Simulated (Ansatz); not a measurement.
`[BH3-][O+](C)C`. Total charge 0; spin multiplicity 1. Geometry: relaxed with PBE0-D4/def2-TZVP.

```xyz
13

B    -1.339   -0.308   -0.648
O    -0.158    0.087    0.404
C     0.509    1.300    0.059
C     0.751   -0.986    0.646
H    -1.836   -1.292   -0.157
H    -2.045    0.670   -0.659
H    -0.749   -0.513   -1.691
H    -0.261    2.059   -0.045
H     1.039    1.175   -0.888
H     1.202    1.560    0.861
H     0.153   -1.838    0.955
H     1.442   -0.690    1.437
H     1.294   -1.225   -0.273
```

Q: What is the dipole moment at ωB97M-V/def2-TZVPP? (Best estimate.)

A: The calculation gave: 4.75 D, with components (4.18, 0.97, 2.04) D in this frame, pointing from negative to positive charge.

Q: And with PBE, r2SCAN, B3LYP? (Estimate.)

A: Computed: PBE 4.63 D, r2SCAN 4.69 D, B3LYP 4.71 D.

Q: Give the Mulliken charges with ωB97M-V, r2SCAN, PBE in def2-TZVPP. (Estimate.)

A: Ansatz gave: 
| atom | ωB97M-V | r2SCAN | PBE |
| --- | --- | --- | --- |
| B1 | -0.47 | -0.26 | -0.35 |
| O2 | -0.08 | -0.04 | 0.00 |
| C3 | -0.19 | -0.04 | -0.15 |
| C4 | -0.19 | -0.04 | -0.15 |
| H5 | 0.03 | -0.05 | -0.03 |
| H6 | 0.03 | -0.05 | -0.03 |
| H7 | 0.03 | -0.04 | -0.01 |
| H8 | 0.15 | 0.10 | 0.13 |
| H9 | 0.14 | 0.09 | 0.12 |
| H10 | 0.12 | 0.07 | 0.11 |
| H11 | 0.15 | 0.10 | 0.13 |
| H12 | 0.12 | 0.07 | 0.11 |
| H13 | 0.14 | 0.09 | 0.12 |

B3LYP here is the variant with VWN-RPA as its local correlation; programs differ in this.
